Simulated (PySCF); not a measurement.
Method: PBE-D3(BJ)/def2-TZVP // B3LYP-D3(BJ)/def2-SVP run with PySCF. All species are isolated molecules in the gas phase. One relaxed conformer stands for a flexible species; it need not be the lowest. Excitations are Tamm–Dancoff values on a coarser integration grid. The basis has no diffuse functions, so Rydberg states are missing or too high.

Reference species (SMILES): `Bc1c(C=C)ccc2ccsc12` (neutral, multiplicity 1).

| Item | Value |
|---|---|
| LUMO | -2.89 eV |
| S1–T1 gap (TDA) | 0.63 eV |

Changed species: `c1c(c2sccc2cc1B)C=C`.

Question: Predict the effect on the LUMO and S1–T1 gap (TDA).

Answer: the LUMO rises by 0.07 eV, to -2.82 eV; the S1–T1 gap (TDA) falls by 0.04 eV, to 0.59 eV.
